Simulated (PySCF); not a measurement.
Species: C₇H₁₁N.
Cartesian coordinates in Å at the PBE0-D3(BJ)/def2-SVP level; atoms count from 1:
```
atom  x, y, z in Å
C1     2.1193    1.6029    0.2555
C2     1.6038    0.5453   -0.3738
C3     0.6893   -0.4631    0.2462
C4    -0.7157   -0.4840   -0.3715
C5    -1.5657   -1.5992    0.2220
C6    -1.4050    0.8853   -0.2394
C7    -1.5805    1.2967    1.1490
N8    -1.6973    1.5962    2.2612
H9     1.8978    1.7992    1.3097
H10    2.7804    2.3075   -0.2558
H11    1.8446    0.3901   -1.4342
H12    0.6050   -0.2774    1.3304
H13    1.1238   -1.4717    0.1332
H14   -0.6118   -0.6609   -1.4568
H15   -1.0774   -2.5762    0.0896
H16   -1.7202   -1.4446    1.3019
H17   -2.5561   -1.6495   -0.2558
H18   -0.8080    1.6615   -0.7442
H19   -2.3943    0.8663   -0.7241
```

Linear response at B3LYP/def2-SVPD (PySCF, frozen core in the response, non-relativistic).

Static isotropic polarisability: 87.85 au (13.02 Å³), principal values 74.5, 89.2, 99.8 au.

Task: What is the polarisability at 1064 nm and at the sodium D line?

Result: 88.55 au at 1064 nm (+0.8 %), 90.21 au at 589.3 nm (+2.7 %). The rise at 589.3 nm is 3.36 times that at 1064 nm; a pure ω² law gives 3.26. The lowest singlet lies at 184 nm, shorter than both wavelengths.

Task: What is the isotropic C6 coefficient between two such molecules, C6 = (3/π)∫α(iω)² dω?

Result: 3253 au (Eh·bohr⁶) by a ten-point quadrature over imaginary frequencies, which is 1940 eV·Å⁶ or 188 J·nm⁶/mol.

Task: Which effective excitation energy ω̄ makes London's formula C6 = (3/4)α²ω̄ exact here?

Result: ω̄ = 4·C6/(3α²) = 0.562 Eh = 15.3 eV. A one-pole form α(ω) = α/(1 − ω²/ω̄²) fitted to the 1064 nm value gives 13.1 eV.

Task: What molar refraction at the D line follows from R = (4π/3)·N_A·α′, with α′ the polarisability volume?

Result: α′ = 13.37 Å³ gives R = 33.72 cm³/mol, for isolated, non-vibrating species.

Task: How anisotropic is the static polarisability, by Δα² = ½[(α1 − α2)² + (α2 − α3)² + (α3 − α1)²]?

Result: Δα = 22.0 au, or 0.25 of the isotropic value.

Task: What n − 1 at the D line would an ideal gas of it have at 273.15 K and 1 atm (2.6868 × 10¹⁹ cm⁻³), by n − 1 = 2π·N·α′?

Result: 22.57 × 10⁻⁴, a formal value whether or not that pressure can be reached.

Task: The lowest 6 singlets have (eV, f): 6.74, 0.023; 7.11, 0.178; 7.26, 0.059; 7.40, 0.085; 7.56, 0.013; 7.60, 0.001. What share of the static polarisability do they carry in the sum over states α = Σ f/ω²?

Result: 5.13 au, 5.8 % of α; the largest term, 2.60 au, is that of the state at 7.11 eV. Their oscillator strengths add up to 0.36. Higher states carry the rest.

Task: What three-body coefficient follows from the one-pole estimate C9 = (3/4)·α·C6?

Result: 214000 au. This is an estimate from the two numbers above, not a computed integral.

One conformer stands for the species.
